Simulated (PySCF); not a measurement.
SbF₄, SMILES [F][Sb+]([F])([F])[F], charge +1. Atoms are numbered in the order given.

```xyz
5

Sb     0.0000     0.0000     0.0000
F      1.0771     1.0771    -1.0771
F     -1.0771     1.0771     1.0771
F     -1.0771    -1.0771    -1.0771
F      1.0771    -1.0771     1.0771
```
Charge +1, spin multiplicity 1.

Geometry optimised at B3LYP-D3(BJ)/def2-SVP. The spin state was assumed, not searched. The isomer is the one that the SMILES or the coordinates give; other isomers of the formula were not compared. The def2 effective core potentials stand for the cores of Sb; spin–orbit coupling is left out.

All values below come from TDDFT-B3LYP/def2-SVPD in PySCF.

Vertical excitations; the highest root listed may be one member of a degenerate set.  State labels are in the subgroup D2.

### Question
Give excitation energies, oscillator strengths and character. (The exact figures need the calculation; the answer reports its results.)

### Answer

```json
[
 {"state": "S1", "symmetry": "B3", "energy (eV)": "5.20", "λ (nm)": "238", "f": "0.000", "main pairs": "HOMO→LUMO (degenerate set)"},
 {"state": "S2", "symmetry": "B2", "energy (eV)": "5.20", "λ (nm)": "238", "f": "0.000", "main pairs": "HOMO−1→LUMO (degenerate set)"},
 {"state": "S3", "symmetry": "B1", "energy (eV)": "5.20", "λ (nm)": "238", "f": "0.000", "main pairs": "HOMO−2→LUMO (degenerate set)"},
 {"state": "S4", "symmetry": "A", "energy (eV)": "5.56", "λ (nm)": "223", "f": "0.000", "main pairs": "HOMO−6→LUMO (degenerate set)"},
 {"state": "S5", "symmetry": "A", "energy (eV)": "5.56", "λ (nm)": "223", "f": "0.000", "main pairs": "HOMO−7→LUMO (degenerate set)"},
 {"state": "S6", "symmetry": "B3", "energy (eV)": "5.77", "λ (nm)": "215", "f": "0.044", "main pairs": "HOMO−3→LUMO (degenerate set)"},
 {"state": "S7", "symmetry": "B1", "energy (eV)": "5.77", "λ (nm)": "215", "f": "0.044", "main pairs": "HOMO−5→LUMO (degenerate set)"},
 {"state": "S8", "symmetry": "B2", "energy (eV)": "5.77", "λ (nm)": "215", "f": "0.044", "main pairs": "HOMO−4→LUMO (degenerate set)"},
 {"state": "S9", "symmetry": "B2", "energy (eV)": "8.15", "λ (nm)": "152", "f": "0.086", "main pairs": "HOMO−9→LUMO (degenerate set)"},
 {"state": "S10", "symmetry": "B3", "energy (eV)": "8.15", "λ (nm)": "152", "f": "0.086", "main pairs": "HOMO−8→LUMO (degenerate set)"},
 {"state": "T1", "symmetry": "B3", "energy (eV)": "4.73", "λ (nm)": "262", "f": "0", "main pairs": "HOMO→LUMO (degenerate set)"},
 {"state": "T2", "symmetry": "B1", "energy (eV)": "4.73", "λ (nm)": "262", "f": "0", "main pairs": "HOMO−2→LUMO (degenerate set)"},
 {"state": "T3", "symmetry": "B2", "energy (eV)": "4.73", "λ (nm)": "262", "f": "0", "main pairs": "HOMO−1→LUMO (degenerate set)"},
 {"state": "T4", "symmetry": "B1", "energy (eV)": "4.88", "λ (nm)": "254", "f": "0", "main pairs": "HOMO−5→LUMO 97 %"}
]
```
Triplets are in the Tamm–Dancoff approximation, which puts them higher than full response would, so one can lie above its singlet here.
